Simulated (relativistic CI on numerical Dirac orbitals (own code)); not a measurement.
## L2,3 absorption of copper in several valence states

Computed multiplet spectra 2p⁶3dⁿ → 2p⁵3dⁿ⁺¹ (Dirac-Coulomb-Breit ions, Slater integrals scaled by 0.7, an assumed crystal field that grows with the charge, no charge transfer; 300 K; Lorentzian 0.4 eV and Gaussian 0.3 eV FWHM at both edges, so that L2 comes out sharper than in experiment). Peaks over 5 % are given in eV from the highest peak in the L3 region of each spectrum (height, largest 100). S of the lowest state is read from ⟨S²⟩, and the branching ratio is the share of L3, cut at the minimum between the edges.

Field parameters in Wybourne normalisation: Oh B⁴₀ = 21Dq, B⁴₄ = √(5/14) B⁴₀. The field is a parameter set, without covalency.

- Cu²⁺ (d9, Oh, 10Dq = 8550 cm⁻¹): S = 0.50, branching ratio 0.76; peaks 0.0 (100), 20.1 (32)
- Cu³⁺ (d8, Oh, 10Dq = 11050 cm⁻¹): S = 1.00, branching ratio 0.75; peaks 0.0 (100), 2.2 (24), 3.1 (6), 20.3 (23), 21.4 (25)
- Cu⁴⁺ (d7, Oh, 10Dq = 13550 cm⁻¹): S = 1.50, high spin, branching ratio 0.83; peaks -3.9 (59), -2.2 (78), -1.4 (84), 0.0 (100), 2.2 (10), 2.9 (7), 18.9 (21), 19.9 (26), 21.9 (5)

The centroid of the whole edge, which also moves with the branching ratio, lies at 936.6 (Cu²⁺), 940.1 (Cu³⁺), 941.3 (Cu⁴⁺) eV in this ionic model, in steps of 1.2 to 3.5 eV. Compounds show about 1 to 2 eV a unit and lower energies for the high valences, since ligands screen the charge. The multiplet shape follows the d count and the spin state, and so serves as a fingerprint of valence. Real compounds of Cu⁴⁺ are mostly low spin, since covalency shrinks the Slater integrals more than this scale does.
